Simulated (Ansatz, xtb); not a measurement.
**Relative energy of two isomers of C2H3FO3S**

Structure I is `O=S(=O)(O)/C=C\F`, a singlet and structure II is `C=C(F)S(=O)(=O)O`, a singlet. Both are isolated molecules in the gas phase, relaxed with B3LYP/def2-SVP; the shapes shown needn't be the lowest conformers.

I (Å):

| atom | x (Å) | y (Å) | z (Å) |
| --- | --- | --- | --- |
| C | -1.0649 | 0.3625 | -0.7659 |
| C | 0.1772 | 0.1916 | -0.3178 |
| F | 0.7396 | 1.0116 | 0.5645 |
| O | -3.4581 | 1.3745 | -0.6281 |
| O | -1.4792 | 2.9828 | -0.7195 |
| O | -1.9924 | 1.6853 | 1.3452 |
| S | -2.0965 | 1.7348 | -0.2872 |
| H | -1.2937 | 2.3078 | 1.6127 |
| H | -1.5154 | -0.3236 | -1.4842 |
| H | 0.8322 | -0.6324 | -0.6176 |

II (Å):

| atom | x (Å) | y (Å) | z (Å) |
| --- | --- | --- | --- |
| C | -1.2064 | 2.8570 | -0.0328 |
| C | -0.7770 | 1.6809 | -0.4713 |
| F | 0.2950 | 1.4959 | -1.2370 |
| O | -1.8140 | -0.5760 | -1.3801 |
| O | -2.7057 | 0.4167 | 0.8041 |
| O | -0.4671 | -0.6554 | 0.7158 |
| S | -1.6282 | 0.1344 | -0.1222 |
| H | -2.0952 | 2.9024 | 0.5959 |
| H | -0.6728 | 3.7725 | -0.2976 |
| H | -0.0190 | -1.2618 | 0.1000 |

Quicker runs give these differences E(II) − E(I): GFN2-xTB +1.60 kcal/mol; HF/STO-3G +0.19 kcal/mol (at GFN2-xTB geometries); r2SCAN-D4/def2-SVP +0.02 kcal/mol (at GFN2-xTB geometries).

**Question.** Estimate E(II) − E(I) at the level CCSD(T)/def2-SVP + ΔMP2/def2-TZVPP.

**Answer.** Too close to call at this level: CCSD(T)/def2-SVP + ΔMP2/def2-TZVPP gives E(II) − E(I) = +0.50 kcal/mol.

The same difference at several levels:

```
                             level        geometry  E(II) − E(I) (kcal/mol)  departure from the last row (kcal/mol)  job, with rough time for the two
                          GFN2-xTB        GFN2-xTB                     +1.60                                   +1.09              optimisation, 0.18 s
                         HF/STO-3G        GFN2-xTB                     +0.19                                   −0.31              single point, 0.46 s
                r2SCAN-D4/def2-SVP        GFN2-xTB                     +0.02                                   −0.49                 single point, 5 s
                    B3LYP/def2-SVP  B3LYP/def2-SVP                     +0.39                                   −0.11                optimisation, 56 s
                       HF/def2-SVP  B3LYP/def2-SVP                     +1.94                                   +1.44           part of the CCSD(T) run
                      MP2/def2-SVP  B3LYP/def2-SVP                     +0.82                                   +0.32           part of the CCSD(T) run
                  CCSD(T)/def2-SVP  B3LYP/def2-SVP                     +0.66                                   +0.16                      single point
CCSD(T)/def2-SVP + ΔMP2/def2-TZVPP  B3LYP/def2-SVP                     +0.50                                                        single point, 75 s
```

As drawn, both hold the same kinds of bond in the same numbers.

The largest departure from CCSD(T)/def2-SVP + ΔMP2/def2-TZVPP is that of HF/def2-SVP, 1.44 kcal/mol. The last row adds to CCSD(T) the change of the MP2 difference between the two basis sets, here −0.16 kcal/mol.

With thermal terms from frequencies at re-optimised GFN2-xTB minima (ideal gas, soft modes damped towards free rotors, one conformer each, 298.15 K, 1 atm): the zero-point term adds −0.34 kcal/mol; ΔH is +0.37 and ΔG −0.03 kcal/mol.

The correlated steps freeze 11 core orbitals. Programs: Ansatz 0.2.0, xtb 6.7.1; the last row on 2 threads of Arm Neoverse V1 on a shared host.
